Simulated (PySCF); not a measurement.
The dipole of `C[SiH2][Si@@H](C[SiH3])O[SiH3]` from its density and from atomic charges.

Coordinates (GFN2-xTB, Å) and charges (e) from the PBE0/pcSseg-1 density (PySCF):

```json
{"atom": "C1", "x": "3.526", "y": "0.423", "z": "0.222", "Mulliken": "-0.6243", "IAO": "-0.7059", "Hirshfeld": "-0.2144", "ESP-fitted": "-0.5001"}
{"atom": "Si2", "x": "1.889", "y": "1.394", "z": "0.243", "Mulliken": "+0.2797", "IAO": "+0.4347", "Hirshfeld": "+0.2445", "ESP-fitted": "+0.3540"}
{"atom": "Si3", "x": "0.161", "y": "0.040", "z": "-0.473", "Mulliken": "+0.8165", "IAO": "+0.8766", "Hirshfeld": "+0.3421", "ESP-fitted": "+0.4388"}
{"atom": "C4", "x": "-0.246", "y": "-1.374", "z": "0.743", "Mulliken": "-0.8885", "IAO": "-0.8390", "Hirshfeld": "-0.2512", "ESP-fitted": "-0.3981"}
{"atom": "Si5", "x": "-1.839", "y": "-2.347", "z": "0.396", "Mulliken": "+0.4883", "IAO": "+0.6098", "Hirshfeld": "+0.3156", "ESP-fitted": "+0.4440"}
{"atom": "O6", "x": "-1.123", "y": "1.036", "z": "-0.604", "Mulliken": "-0.7334", "IAO": "-0.8912", "Hirshfeld": "-0.3039", "ESP-fitted": "-0.4480"}
{"atom": "Si7", "x": "-2.609", "y": "1.647", "z": "-0.456", "Mulliken": "+0.7127", "IAO": "+0.8851", "Hirshfeld": "+0.3860", "ESP-fitted": "+0.5857"}
{"atom": "H8", "x": "3.482", "y": "-0.445", "z": "0.874", "Mulliken": "+0.1355", "IAO": "+0.1503", "Hirshfeld": "+0.0385", "ESP-fitted": "+0.1080"}
{"atom": "H9", "x": "4.355", "y": "1.039", "z": "0.557", "Mulliken": "+0.1457", "IAO": "+0.1584", "Hirshfeld": "+0.0434", "ESP-fitted": "+0.1414"}
{"atom": "H10", "x": "3.764", "y": "0.069", "z": "-0.776", "Mulliken": "+0.1382", "IAO": "+0.1525", "Hirshfeld": "+0.0397", "ESP-fitted": "+0.1151"}
{"atom": "H11", "x": "1.718", "y": "1.904", "z": "1.619", "Mulliken": "-0.0634", "IAO": "-0.1069", "Hirshfeld": "-0.0800", "ESP-fitted": "-0.1125"}
{"atom": "H12", "x": "2.101", "y": "2.601", "z": "-0.576", "Mulliken": "-0.0549", "IAO": "-0.1048", "Hirshfeld": "-0.0791", "ESP-fitted": "-0.1131"}
{"atom": "H13", "x": "0.272", "y": "-0.550", "z": "-1.820", "Mulliken": "-0.0988", "IAO": "-0.1401", "Hirshfeld": "-0.0872", "ESP-fitted": "-0.1143"}
{"atom": "H14", "x": "0.596", "y": "-2.066", "z": "0.756", "Mulliken": "+0.1700", "IAO": "+0.1636", "Hirshfeld": "+0.0426", "ESP-fitted": "+0.1114"}
{"atom": "H15", "x": "-0.309", "y": "-0.964", "z": "1.753", "Mulliken": "+0.1729", "IAO": "+0.1607", "Hirshfeld": "+0.0409", "ESP-fitted": "+0.1021"}
{"atom": "H16", "x": "-1.956", "y": "-3.436", "z": "1.377", "Mulliken": "-0.0786", "IAO": "-0.1161", "Hirshfeld": "-0.0800", "ESP-fitted": "-0.1271"}
{"atom": "H17", "x": "-1.789", "y": "-2.937", "z": "-0.945", "Mulliken": "-0.0759", "IAO": "-0.1191", "Hirshfeld": "-0.0770", "ESP-fitted": "-0.1094"}
{"atom": "H18", "x": "-3.009", "y": "-1.477", "z": "0.524", "Mulliken": "-0.0789", "IAO": "-0.1232", "Hirshfeld": "-0.0740", "ESP-fitted": "-0.1103"}
{"atom": "H19", "x": "-2.499", "y": "3.005", "z": "-0.983", "Mulliken": "-0.1191", "IAO": "-0.1422", "Hirshfeld": "-0.0813", "ESP-fitted": "-0.1281"}
{"atom": "H20", "x": "-3.531", "y": "0.826", "z": "-1.240", "Mulliken": "-0.1186", "IAO": "-0.1505", "Hirshfeld": "-0.0816", "ESP-fitted": "-0.1165"}
{"atom": "H21", "x": "-2.961", "y": "1.632", "z": "0.964", "Mulliken": "-0.1252", "IAO": "-0.1526", "Hirshfeld": "-0.0837", "ESP-fitted": "-0.1230"}
```

Question: Form Σ q r in debye for every column and set it beside the full dipole.

Answer: The full density gives (0.48, -0.57, 0.53) D, 0.92 D in size; dipole vectors point from the negative to the positive end.

```tsv
scheme	μx	μy	μz	size (D)	share of the full size (%)	angle to the full dipole (°)
Mulliken	-1.05	-0.15	-0.52	1.18	129	130
IAO	-1.00	-0.27	0.01	1.03	113	110
Hirshfeld	-0.05	-0.27	0.12	0.30	33	44
ESP-fitted	0.49	-0.59	0.53	0.94	102	1
```

Question: Which set comes closest?

Answer: Length of the difference vector: ESP-fitted 0.03 D, Hirshfeld 0.73 D, IAO 1.60 D, Mulliken 1.91 D. Closest: ESP-fitted. ESP charges are fitted to the potential around the molecule, whose slowest-falling term is the dipole's. The schemes that divide the density aren't constrained to reproduce the dipole.

Question: What is left for the Hirshfeld atoms' own dipoles?

Answer: The shares of the density sum to the whole, so what Σ q r misses lies in dipoles about the nuclei. The atomic dipoles sum to (0.48, -0.57, 0.53) − (-0.05, -0.27, 0.12) = (0.53, -0.30, 0.41) D, 0.73 D in size.

Question: With the origin at the mean of the coordinates, (0.000, 0.001, 0.103) Å, which are the largest single terms, by size, of the Hirshfeld dipole along the direction of the full one?

Answer: Si7 -5.04, O6 +2.40, C1 -1.71, H19 +1.49, C4 -1.33 D; all 21 atoms together +0.21 D. The single terms depend on the origin, their sum doesn't.

Question: Give the size of the full dipole in other units.

Answer: 0.92 D = 0.360 au = 0.191 e·Å = 3.06 × 10⁻³⁰ C·m.

One conformer (not necessarily the lowest) at the GFN2-xTB geometry, without solvent, vibrations or thermal averaging.

Conformer computed: `[CH3:1][SiH2:2][Si@@H:3]([CH2:4][SiH3:5])[O:6][SiH3:7]`: C1–Si2–Si3–C4 68°, Si2–Si3–C4–Si5 170°, Si2–Si3–O6–Si7 -130°.
